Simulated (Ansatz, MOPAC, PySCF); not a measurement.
System: H₃Ge, doublet: umbrella (inversion) coordinate, bond length relaxed. Scanned: angle between the Ge-H bonds and the threefold axis (90 = planar). Other coordinates (Ge-H bond length) were minimised at B3LYP/def2-TZVP.

Cartesian coordinates as functions of the variables (Å; names that start with a are angles):
```
Ge  0  0  0
H  r*sin(a)*cos(0*2*pi/3+0)  r*sin(a)*sin(0*2*pi/3+0)  0+r*cos(a)
H  r*sin(a)*cos(1*2*pi/3+0)  r*sin(a)*sin(1*2*pi/3+0)  0+r*cos(a)
H  r*sin(a)*cos(2*2*pi/3+0)  r*sin(a)*sin(2*2*pi/3+0)  0+r*cos(a)
```

Levels of theory: UHF/cc-pVTZ (PySCF); PM7, unrestricted, heats of formation (MOPAC); UKS-PBE/cc-pVTZ = unrestricted PBE/cc-pVTZ (Ansatz, a first-principles code); UKS-M06-2X/6-31G* = unrestricted M06-2X/6-31G*, spherical d (PySCF); B3LYP = PySCF with unrestricted B3LYP/cc-pVTZ; CCSD(T) on UHF/cc-pVTZ, 9 core orbitals frozen (PySCF).

Energies in mEh, each method relative to its own lowest point.

```csv
a / °,UHF,PM7,UKS-PBE/cc-pVTZ,UKS-M06-2X/6-31G*,B3LYP,CCSD(T)
90,11.5,0.0,6.9,9.0,8.3,7.6
93,10.6,0.4,6.5,8.4,7.7,7.0
96,8.4,1.4,5.2,6.8,6.2,5.5
99,5.5,3.1,3.5,4.6,4.2,3.6
102,2.7,5.5,1.8,2.4,2.1,1.7
105,0.7,8.5,0.5,0.7,0.6,0.4
108,0.0,12.3,0.0,0.0,0.0,0.0
111,0.9,16.8,0.7,0.5,0.7,0.9
114,3.6,22.3,2.8,2.6,2.8,3.4
117,8.3,28.7,6.4,6.4,6.7,7.6
120,15.1,36.2,11.7,12.0,12.4,13.6
123,24.3,44.8,18.9,19.5,20.0,21.4
126,35.8,54.4,28.0,29.2,29.7,31.3
129,49.8,65.2,39.1,41.0,41.6,43.1
132,66.5,76.9,52.4,55.1,55.9,57.1
```
